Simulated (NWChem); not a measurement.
# SiHCl2F; SMILES F[SiH](Cl)Cl

Results from NWChem. Structure relaxed at the PBE0/def2-SVP level.

Estimate the computed values for B3LYP/def2-SVP. Quantities: highest occupied level (eV); orbital gap (eV); dipole (D).


* **highest occupied level (eV)**: -9.13
* **orbital gap (eV)**: 9.49
* **dipole (D)**: 1.15
